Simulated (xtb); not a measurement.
GeH₄O₄, SMILES [OH][Ge]([OH])([OH])[OH]. All values are semi-empirical tight-binding results from xtb (GFN2-xTB unless named), good for trends rather than for accurate numbers. Geometry: GFN2-xTB. The isomer is the one that the SMILES or the coordinates give; other isomers of the formula were not compared. One conformer was computed; it need not be the lowest.

Optimised geometry:

```xyz
9

O     -1.0867     0.9509    -0.9373
Ge     0.0000     0.0000     0.0003
O      1.0867    -0.9509    -0.9373
O     -0.9502    -1.0872     0.9375
O      0.9502     1.0872     0.9375
H     -1.8333     0.4843    -1.3077
H      1.8333    -0.4843    -1.3077
H     -0.4844    -1.8369     1.3023
H      0.4844     1.8369     1.3023
```

For metal compounds this method's bond lengths and energies can be far off.

Computed properties:
```json
{
 "point_group_as_xtb_finds_it": "S4",
 "orbital_gap": "8.27 eV",
 "zero_point_energy": "31.9 kcal/mol",
 "G − E(el) at 298.15 K (modified RRHO)": "12.2 kcal/mol"
}
```

Computed atomic charges and the Wiberg bond orders between heavy atoms:
charges (e) O1 -0.45, Ge2 0.48, O3 -0.45, O4 -0.45, O5 -0.45, H6 0.33, H7 0.33, H8 0.33, H9 0.33. Bond orders O1–Ge2 1.10, Ge2–O3 1.10, Ge2–O4 1.10, Ge2–O5 1.10.
